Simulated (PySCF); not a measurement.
# Dipole moment and polarisability of 2-chloronaphthalene

Species: 2-chloronaphthalene, C10H7Cl.
Cartesian coordinates in Å at the PBE0-D3(BJ)/def2-SVP level; atoms count from 1:
```
atom  x, y, z in Å
Cl1   -5.5376   -3.3618   -1.0449
C2    -4.1132   -2.3969   -0.8415
C3    -4.2650   -1.0203   -0.5525
C4    -3.1487   -0.2374   -0.3893
C5    -1.8447   -0.7838   -0.5059
C6    -0.6777    0.0047   -0.3428
C7     0.5724   -0.5562   -0.4625
C8     0.7108   -1.9338   -0.7510
C9    -0.4026   -2.7244   -0.9145
C10   -1.7063   -2.1763   -0.7977
C11   -2.8697   -2.9697   -0.9628
H12   -5.2686   -0.6019   -0.4635
H13   -3.2580    0.8270   -0.1659
H14   -0.7890    1.0691   -0.1202
H15    1.4641    0.0617   -0.3353
H16    1.7084   -2.3691   -0.8442
H17   -0.2978   -3.7891   -1.1378
H18   -2.7755   -4.0340   -1.1863
```

Level: PBE0/def2-SVPD (PySCF), static field, nuclei fixed, core orbitals frozen in the response. The polarisability tensor in these axes (au):

```
x   196.87  17.46   3.51
y    17.46 133.26  13.27
z     3.51  13.27  72.69
```

Task: Diagonalise the tensor; give its mean and Δα, where Δα² is half the sum of the squared differences of the eigenvalues.

Result: Principal values 69.91, 131.21 and 201.70 au; mean 134.27 au = 19.90 Å³ = 22.14 × 10⁻⁴⁰ C²·m²/J; Δα = 114.23 au (85 % of the mean).

Task: What is the dipole moment, and where does it point?

Result: (1.64, 1.03, 0.21) D, 1.95 D in size, pointing from the negative to the positive side. Measured along this direction, the outermost atoms are Cl1 at the negative end and H15 at the positive end.

Task: Give the principal axes and the span of the nuclei along them.

Result: Largest value along (0.97, 0.26, 0.05), where the nuclei span 7.67 Å; middle along (-0.26, 0.94, 0.20), 5.33 Å; least along (0.00, -0.21, 0.98), 0.00 Å. The response follows the extents in order.

Task: Find the Langevin capture rate constant for O2+ (31.990 u) meeting this molecule (162.024 u), k = 2.342 × 10⁻⁹ cm³/s × √(α in Å³ / reduced mass in u).

Result: The reduced mass is 26.72 u, so k = 2.02 × 10⁻⁹ cm³/s. The formula leaves out the permanent dipole, which adds to the capture rate.

Task: Rayleigh depolarisation ratio (linearly polarised light, static tensor)?

Result: ρ = 3Δα²/(45ᾱ² + 4Δα²) = 39144.6/(811311 + 52192.8) = 0.0453.

Isolated species at its PBE0-D3(BJ)/def2-SVP geometry, gas phase.

The run behind these numbers computed excited states as well. The run took 64 s wall, 2.4 min CPU (with the writing of density and orbital grids) on an Intel Xeon Platinum 8259CL at 2.50 GHz with 2 threads, no GPU, shared host, and the process peaked at 1.7 GiB of memory.
